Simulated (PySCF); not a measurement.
# Radial density of Ta (tantalum, neutral)

HSE06, [Xe] 4f14 5d3 6s1 6p1, one real determinant (an excited configuration). All numbers are calculated (PySCF 2.14, a scalar-relativistic core potential, in aug-cc-pVTZ-PP with ECP60MDF). This is the valence pseudo-density: the core potential removes the inner electrons and smooths the orbitals near the nucleus.

| r (bohr) | 4πr²ρ (e/bohr) | 4πr²(ρα − ρβ) |
| --- | --- | --- |
| 0.246 | 0.0002647 | 0.0000 |
| 0.414 | 0.04988 | 0.0029 |
| 0.696 | 3.365 | 0.1715 |
| 1.17 | 9.696 | 1.2088 |
| 1.97 | 3.270 | 1.7032 |
| 3.31 | 1.041 | 1.0169 |
| 5.57 | 0.2243 | 0.2243 |
| 9.37 | 0.01185 | 0.0119 |
| 15.8 | 5.333e-05 | 0.0001 |

⟨L²⟩ = 14.02 against 20 for a pure G term, so this real determinant mixes terms. Energies and moments cover only the electrons outside the core potential. Spin-orbit coupling, absent here, splits the open shell strongly.
